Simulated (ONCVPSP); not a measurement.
An all-electron radial function and its pseudo partner (chlorine (Cl))

Columns: radius, all-electron u(r) and pseudo u(r) of the 3s shell (level -44.87 eV) of chlorine in the configuration [Ne] 3s2 3p3; LDA (Perdew-Wang 92), scalar-relativistic, ONCV scheme, ONCVPSP 4.0.1.

```
r (bohr)  all-electron  pseudo
   0.070        0.2142  0.0278
   0.140       -0.0898  0.0572
   0.210       -0.3528  0.0903
   0.280       -0.4642  0.1292
   0.350       -0.4420  0.1755
   0.420       -0.3291  0.2297
   0.490       -0.1661  0.2910
   0.560        0.0164  0.3584
   0.630        0.1981  0.4311
   0.700        0.3663  0.5084
   0.770        0.5139  0.5890
   0.840        0.6376  0.6702
   0.910        0.7370  0.7473
   0.980        0.8128  0.8146
   1.050        0.8670  0.8670
   1.120        0.9017  0.9017
   1.190        0.9197  0.9197
   1.260        0.9235  0.9234
   1.330        0.9155  0.9154
   1.400        0.8977  0.8977
   1.470        0.8725  0.8725
   1.540        0.8415  0.8414
   1.610        0.8061  0.8061
   1.680        0.7678  0.7678
   1.750        0.7276  0.7276
   1.820        0.6864  0.6864
```

(1) How many radial nodes do the two functions have?

(2) At about which radius was the pseudo-wave matched?

(3) Is the pseudo-wave norm-conserving?

## Answers

(1) The all-electron 3s function has n − l − 1 = 2; the pseudo-wave has 0, since the states of the same l below it are removed with the core.

(2) 1.10 bohr, where the columns begin to agree (steps of 0.07 bohr).

(3) Yes: the ONCV scheme keeps the norm inside the radius equal to the all-electron one, which fixes the energy derivative of the logarithmic derivative at the level.
